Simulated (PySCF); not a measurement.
Species: C3H4BF5.
SMILES: `FB(F)CCC(F)(F)F`

Level of theory: TDDFT wB97X-D/def2-SVPD, vertical, gas phase, core orbitals frozen in the response in PySCF 2.14.0, density-fitted response routines. Isolated species at its PBE0-D3(BJ)/def2-SVP geometry (one conformer only). Torsions of this conformer, `[F:1][B:2]([F:3])[CH2:4][CH2:5][C:6]([F:7])([F:8])[F:9]`: F1–B2–C4–C5 177°, B2–C4–C5–C6 178°, C4–C5–C6–F7 -61°.

```json
{"state": "S1", "λ (nm)": "141.9", "E (eV)": "8.74", "f": "0.012", "|μ| (D)": "0.61", "main configurations (H = HOMO, L = LUMO)": "H→L+1 (86%), H-3→L+1 (10%)"}
{"state": "S2", "λ (nm)": "129.6", "E (eV)": "9.57", "f": "0.027", "|μ| (D)": "0.87", "main configurations (H = HOMO, L = LUMO)": "H→L (88%)"}
{"state": "S3", "λ (nm)": "125.3", "E (eV)": "9.90", "f": "0.049", "|μ| (D)": "1.15", "main configurations (H = HOMO, L = LUMO)": "H-1→L+1 (91%)"}
{"state": "S4", "λ (nm)": "123.0", "E (eV)": "10.08", "f": "0.0029", "|μ| (D)": "0.27", "main configurations (H = HOMO, L = LUMO)": "H-2→L+1 (62%), H-6→L+1 (20%), H-1→L (9%)"}
{"state": "S5", "λ (nm)": "122.2", "E (eV)": "10.14", "f": "0.0024", "|μ| (D)": "0.25", "main configurations (H = HOMO, L = LUMO)": "H-1→L (73%), H-2→L+1 (9%)"}
{"state": "S6", "λ (nm)": "117.2", "E (eV)": "10.58", "f": "0.0002", "|μ| (D)": "0.06", "main configurations (H = HOMO, L = LUMO)": "H-6→L+1 (41%), H-3→L+1 (20%), H-2→L+1 (18%)"}
{"state": "S7", "λ (nm)": "115.1", "E (eV)": "10.77", "f": "0.065", "|μ| (D)": "1.26", "main configurations (H = HOMO, L = LUMO)": "H→L+2 (71%), H-3→L (11%), H→L+3 (9%)"}
{"state": "S8", "λ (nm)": "113.8", "E (eV)": "10.90", "f": "0.0009", "|μ| (D)": "0.15", "main configurations (H = HOMO, L = LUMO)": "H-2→L (84%)"}
{"state": "S9", "λ (nm)": "111.8", "E (eV)": "11.09", "f": "0.075", "|μ| (D)": "1.33", "main configurations (H = HOMO, L = LUMO)": "H→L+3 (70%), H-3→L (18%)"}
{"state": "S10", "λ (nm)": "111.1", "E (eV)": "11.16", "f": "0.0001", "|μ| (D)": "0.06", "main configurations (H = HOMO, L = LUMO)": "H-3→L+1 (53%), H-6→L+1 (17%), H→L+1 (9%)"}
```

Triplets, Tamm–Dancoff:

| state | E (eV) | λ (nm) | main configurations (H = HOMO, L = LUMO) |
| --- | --- | --- | --- |
| T1 | 7.96 | 155.8 | H→L+1 (83%), H-3→L+1 (11%) |
| T2 | 9.30 | 133.3 | H-1→L+1 (77%), H→L (12%) |
| T3 | 9.42 | 131.6 | H→L (74%), H-1→L+1 (13%) |
| T4 | 9.90 | 125.3 | H-2→L+1 (66%), H-6→L+1 (28%) |

The lowest singlet lies at 8.74 eV (142 nm, vacuum ultraviolet) and is weak; its leading configuration is HOMO→LUMO+1 (86%). The strongest level in the table is S9 at 11.09 eV (112 nm, f = 0.075). Löwdin shares by element: HOMO carbon 47%, boron 14% (atoms not listed hold the other 38%); LUMO boron 58%, carbon 12% or more, fluorine 5% or more (atoms not listed hold the other 25%). Weighted by f, the mean energy of these states is 10.43 eV. The oscillator strengths of these states sum to 0.235; summed over the whole spectrum of an exact calculation they would give the number of electrons, 72 (Thomas–Reiche–Kuhn). Orbital energies (eV): HOMO-3 -13.59, HOMO-2 -13.37, HOMO-1 -12.75, HOMO -12.13, LUMO 1.63, LUMO+1 1.86, LUMO+2 2.68. The vertical ionisation energy (ΔSCF) is 12.54 eV, 1.38 eV above S10. Only the lowest 10 singlets were computed, as vertical energies without vibronic structure.

The run took 3.2 min wall on Arm Neoverse V1, one thread (shared host), and the process peaked at 1.0 GiB of memory.
